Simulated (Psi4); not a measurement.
Psi4 input (wB97X-D/6-31G*):

```
memory 1500 MB

molecule {
-1 1
C     2.01962942    0.03654930   -0.25219718
C     0.84107937   -0.24744500    0.00776197
C    -0.56243470   -0.49639828    0.27901808
O    -1.41500704    0.62914212   -0.10445646
H    -0.75143795   -0.68065096    1.34701849
H    -0.94041737   -1.37362502   -0.26678270
H    -0.77773291    1.26490288   -0.45208132
symmetry c1
no_reorient
no_com
}

set {
  basis 6-31G*
  reference rks
  scf_type pk
  dft_radial_points 99
  dft_spherical_points 590
  e_convergence 1e-8
  d_convergence 1e-7
  maxiter 150
}

e = energy('wb97x-d')
print_out(f'\nFINAL {e:.10f} DIPOLE {variable("CURRENT DIPOLE")[0]:.6f} {variable("CURRENT DIPOLE")[1]:.6f} {variable("CURRENT DIPOLE")[2]:.6f}\n')
```

Output:

```
   => Loading Basis Set <=

    Name: 6-31G*
    Role: ORBITAL
    Keyword: BASIS
    atoms 1-3 entry C          line   111 file 6-31gs.gbs
    atoms 4   entry O          line   145 file 6-31gs.gbs
    atoms 5-7 entry H          line    44 file 6-31gs.gbs

   => WB97X-D: Empirical Dispersion <=

    Chai and Head-Gordon Dispersion Correction
    Chai, J.-D.; Head-Gordon, M. (2010), J. Chem. Phys., 132: 6615-6620

        s6 =       1.000000

         ---------------------------------------------------------
                                   SCF
               by Justin Turney, Rob Parrish, Andy Simmonett
                          and Daniel G. A. Smith
                              RKS Reference
         ---------------------------------------------------------

  ==> Geometry <==

    Molecular point group: c1
    Full point group: C1

    Geometry (in Angstrom), charge = -1, multiplicity = 1:

       Center              X                  Y                   Z               Mass
    ------------   -----------------  -----------------  -----------------  -----------------
         C            2.019629420000     0.036549300000    -0.252197180000    12.000000000000
         C            0.841079370000    -0.247445000000     0.007761970000    12.000000000000
         C           -0.562434700000    -0.496398280000     0.279018080000    12.000000000000
         O           -1.415007040000     0.629142120000    -0.104456460000    15.994914619570
         H           -0.751437950000    -0.680650960000     1.347018490000     1.007825032230
         H           -0.940417370000    -1.373625020000    -0.266782700000     1.007825032230
         H           -0.777732910000     1.264902880000    -0.452081320000     1.007825032230

  Running in c1 symmetry.

  Rotational constants: A =      1.05047  B =      0.17054  C =      0.15085 [cm^-1]
  Rotational constants: A =  31492.23480  B =   5112.53100  C =   4522.24222 [MHz]
  Nuclear repulsion =   94.680440921662793

  Charge       = -1
  Multiplicity = 1
  Electrons    = 30
  Nalpha       = 15
  Nbeta        = 15

  ==> Algorithm <==

  SCF Algorithm Type is PK.
  DIIS enabled.
  MOM disabled.
  Fractional occupation disabled.
  Guess Type is SAD.
  Energy threshold   = 1.00e-08
  Density threshold  = 1.00e-07
  Integral threshold = 1.00e-12

  ==> Primary Basis <==

  Basis Set: 6-31G*
    Blend: 6-31G*
    Number of shells: 30
    Number of basis functions: 66
    Number of Cartesian functions: 66
    Spherical Harmonics?: false
    Max angular momentum: 2

  ==> DFT Potential <==

   => LibXC <=

    Version 7.1.2
    S. Lehtola, C. Steigemann, M. J. T. Oliveira, and M. A. L. Marques,  SoftwareX 7, 1–5 (2018) (10.1016/j.softx.2017.11.002)

   => Composite Functional: WB97X-D <=

    wB97X-D Hyb-GGA Exchange-Correlation Functional

    J.-D. Chai and M. Head-Gordon,  Phys. Chem. Chem. Phys. 10, 6615–6620 (2008) (10.1039/B810189B)

    Deriv               =              1
    GGA                 =           TRUE
    Meta                =          FALSE

    Exchange Hybrid     =           TRUE
    MP2 Hybrid          =          FALSE

   => Exchange-Correlation Functionals <=

    1.0000   wB97X-D range-separated functional

   => Exact (HF) Exchange <=

    0.7780            HF,LR [omega = 0.2000]
    0.2220               HF

   => LibXC Density Thresholds  <==

    XC_HYB_GGA_XC_WB97X_D:  1.00E-14

   => Molecular Quadrature <=

    Radial Scheme          =       TREUTLER
    Pruning Scheme         =           NONE
    Nuclear Scheme         =       TREUTLER

    Blocking Scheme        =         OCTREE
    BS radius alpha        =              1
    Pruning alpha          =              1
    Radial Points          =             99
    Spherical Points       =            590
    Total Points           =         384518
    Total Blocks           =           2789
    Max Points             =            256
    Max Functions          =             65
    Weights Tolerance      =       1.00E-15

  ==> Integral Setup <==

  Using in-core PK algorithm.
   Calculation information:
      Number of atoms:                   7
      Number of AO shells:              30
      Number of primitives:             72
      Number of atomic orbitals:        66
      Number of basis functions:        66

      Integral cutoff                 1.00e-12
      Number of threads:                 1

  Performing in-core PK
  Using 7336098 doubles for integral storage.
  We computed 104656 shell quartets total.
  Whereas there are 108345 unique shell quartets.

  Computing range-separated integrals for PK
  We computed 104656 wK shell quartets total.
  Whereas there are 108345 wK unique shell quartets.

  ==> DiskJK: Disk-Based J/K Matrices <==

    J tasked:                  Yes
    K tasked:                  Yes
    wK tasked:                 Yes
    Omega:               2.000E-01
    Schwarz Cutoff:          1E-12


  Cached 100.0% of DFT collocation blocks in 0.654 [GiB].

  Minimum eigenvalue in the overlap matrix is 1.4459277170E-03.
  Reciprocal condition number of the overlap matrix is 2.2279282273E-04.
    Using symmetric orthogonalization.

  ==> Pre-Iterations <==

  SCF Guess: Superposition of Atomic Densities via on-the-fly atomic UHF (no occupation information).

   -------------------------
    Irrep   Nso     Nmo
   -------------------------
     A         66      66
   -------------------------
    Total      66      66
   -------------------------

  ==> Iterations <==

                        Total Energy        Delta E     RMS |[F,P]|

   @RKS iter SAD:  -190.15115867624007   -1.90151e+02   0.00000e+00
   @RKS iter   1:  -190.92705302938492   -7.75894e-01   9.89212e-03 ADIIS/DIIS
   @RKS iter   2:  -191.03990068144344   -1.12848e-01   7.89945e-03 ADIIS/DIIS
   @RKS iter   3:  -191.15008758327735   -1.10187e-01   1.74150e-03 ADIIS/DIIS
   @RKS iter   4:  -191.15561803723116   -5.53045e-03   3.68928e-04 ADIIS/DIIS
   @RKS iter   5:  -191.15585854599092   -2.40509e-04   1.92693e-04 ADIIS/DIIS
   @RKS iter   6:  -191.15593368621765   -7.51402e-05   3.38510e-05 DIIS
   @RKS iter   7:  -191.15593664487747   -2.95866e-06   7.06451e-06 DIIS
   @RKS iter   8:  -191.15593677990830   -1.35031e-07   2.51568e-06 DIIS
   @RKS iter   9:  -191.15593679772434   -1.78160e-08   3.88068e-07 DIIS
   @RKS iter  10:  -191.15593679852407   -7.99730e-10   7.98049e-08 DIIS
  Energy and wave function converged.

  ==> Post-Iterations <==

   Electrons on quadrature grid:
      Ntotal   =   29.9999998937 ; deviation = -1.063e-07

    Orbital Energies [Eh]
    ---------------------

    Doubly Occupied:

       1A    -19.081388     2A    -10.167570     3A    -10.008071
       4A     -9.999736     5A     -0.925638     6A     -0.627782
       7A     -0.529189     8A     -0.405926     9A     -0.350379
      10A     -0.334389    11A     -0.264454    12A     -0.177510
      13A     -0.084124    14A     -0.078041    15A     -0.073616

    Virtual:

      16A      0.336253    17A      0.373906    18A      0.379285
      19A      0.394702    20A      0.470133    21A      0.514776
      22A      0.560653    23A      0.694952    24A      0.774022
      25A      0.823084    26A      0.869861    27A      0.919650
      28A      0.987932    29A      1.002866    30A      1.041334
      31A      1.077843    32A      1.081450    33A      1.112322
      34A      1.116441    35A      1.158800    36A      1.256035
      37A      1.280224    38A      1.353108    39A      1.410216
      40A      1.553560    41A      1.588544    42A      1.671159
      43A      1.681709    44A      1.890910    45A      1.915091
      46A      1.970083    47A      2.018033    48A      2.097431
      49A      2.138156    50A      2.244807    51A      2.277769
      52A      2.343974    53A      2.386619    54A      2.465810
      55A      2.509764    56A      2.613046    57A      2.734348
      58A      2.817969    59A      2.972746    60A      3.066382
      61A      3.205098    62A      3.568863    63A      4.012323
      64A      4.418550    65A      4.523918    66A      4.975676

    Final Occupation by Irrep:
              A
    DOCC [    15 ]
    NA   [    15 ]
    NB   [    15 ]

  @RKS Final Energy:  -191.15593679852407

   => Energetics <=

    Nuclear Repulsion Energy =             94.6804409216627931
    One-Electron Energy =                -453.2265179927907752
    Two-Electron Energy =                 185.4038304268403294
    DFT Exchange-Correlation Energy =     -18.0122660598094022
    Empirical Dispersion Energy =          -0.0014240944270363
    VV10 Nonlocal Energy =                  0.0000000000000000
    Total Energy =                       -191.1559367985240669

Computation Completed

Properties will be evaluated at   0.000000,   0.000000,   0.000000 [a0]

Properties computed using the SCF density matrix

 Multipole Moments:

 ------------------------------------------------------------------------------------
     Multipole            Electronic (a.u.)      Nuclear  (a.u.)        Total (a.u.)
 ------------------------------------------------------------------------------------

 L = 1.  Multiply by 2.5417464519 to convert [e a0] to [Debye]
 Dipole X            :         -2.2880182           -0.0000000           -2.2880182
 Dipole Y            :         -0.0863977           -0.0000000           -0.0863977
 Dipole Z            :          0.3050312            0.0000000            0.3050312
 Magnitude           :                                                    2.3098779

 ------------------------------------------------------------------------------------

FINAL -191.1559367985 DIPOLE -2.288018 -0.086398 0.305031

*** Psi4 exiting successfully. Buy a developer a beer!
```

The dipole moment of an ion depends on the origin.

The geometry given is a B3LYP-D3(BJ)/def2-TZVP minimum.
